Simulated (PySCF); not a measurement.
C₆H₆F₂O₂.
SMILES: `C[C@H](F)C1=COC(F)=CO1`

Computed with PySCF, TDDFT wB97X-D/def2-SVPD, vertical, gas phase, core orbitals frozen in the response. Isolated species at its PBE0-D3(BJ)/def2-SVP geometry (one conformer only). Torsions of this conformer, `[CH3:1][C@H:2]([F:3])[C:4]1=[CH:5][O:6][C:7]([F:8])=[CH:9][O:10]1`: C1–C2–C4–C5 116°.

Computed singlets:

```csv
state,E (eV),f
S1,4.35,0.0016
S2,5.49,0.021
S3,6.38,0.010
S4,6.61,0.0049
S5,6.85,0.0024
S6,6.98,0.0098
S7,7.29,0.0027
S8,7.35,0.011
S9,7.77,0.081
S10,7.94,0.386
```

Question: How much of the mean static polarisability do these states give, one by one?

Answer: Each state adds f / ΔE² (ΔE in hartree, 27.2114 eV).

| state | f/ΔE² (au) | running sum (au) | running share of α (%) |
| --- | --- | --- | --- |
| S1 | 0.06 | 0.06 | 0.1 |
| S2 | 0.51 | 0.58 | 0.8 |
| S3 | 0.19 | 0.77 | 1.0 |
| S4 | 0.08 | 0.85 | 1.1 |
| S5 | 0.04 | 0.89 | 1.2 |
| S6 | 0.15 | 1.04 | 1.4 |
| S7 | 0.04 | 1.07 | 1.4 |
| S8 | 0.15 | 1.22 | 1.6 |
| S9 | 0.99 | 2.21 | 2.9 |
| S10 | 4.52 | 6.74 | 8.9 |

The full response gives 75.62 au (11.21 Å³), so 68.9 au comes from the higher roots of the same equations.

Question: By how much does the contribution of these states grow at 532 nm?

Answer: With ω = 0.0856 hartree each state's term in the mean polarisability goes from f / ΔE² to f / (ΔE² − ω²); the sum over all 10 states goes from 6.74 to 7.48 au, a rise of 0.75 au.

The largest single term belongs to S10, which also has the largest f.

A one-level model with all 56 active electrons at a single energy would need ΔE = √(N/α) = 23.4 eV to give this α, against S1 at 4.35 eV.

On one thread of an Arm Neoverse V1, shared host, this took 2.3 min of wall time.
